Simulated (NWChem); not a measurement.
ammonium (NH4 cation); SMILES [NH4+]

```xyz
5

N      0.0000     0.0000     0.0000
H     -0.5910    -0.5910    -0.5910
H      0.5910     0.5910    -0.5910
H     -0.5910     0.5910     0.5910
H      0.5910    -0.5910     0.5910
```
Atoms are numbered in this order, from 1.

Program: NWChem. The geometry was optimised at PBE0-D3(BJ)/def2-TZVP. Isotropic indirect couplings, all four terms, static geometry, non-relativistic.

What does the run give for PBE/pcJ-1? Quantities: J(14N atom 1, 1H atom 2) (Hz); J(1H atom 2, 1H atom 3) (Hz).


```json
{
 "J(14N atom 1, 1H atom 2) (Hz)": "53.0",
 "J(1H atom 2, 1H atom 3) (Hz)": "-11.0"
}
```
